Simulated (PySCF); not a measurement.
1-hydroxyboretane (C₃H₇BO), SMILES B1(CCC1)O.

The structure is a stationary point at PBE0-D3(BJ)/def2-SVP. The values are those of a single conformer.

Calculation: PBE/def2-TZVP run with PySCF.

Isolated molecule, no solvent.

Computed frontier levels, gap, dipole moment and polarisability:
```yaml
highest_occupied_level: -6.47 eV
lowest_empty_level: -0.68 eV
orbital_gap: 5.78 eV
dipole_moment: 0.285 e·Å
quadrupole, principal values (traceless, Buckingham form, about the centre of nuclear charge): -6.30, 0.78, 5.52 D·Å
mean_static_polarisability: 53.5 bohr³ (7.94 Å³)
polarisability_principal_values: 44.7, 55.8, 60.2 bohr³
```
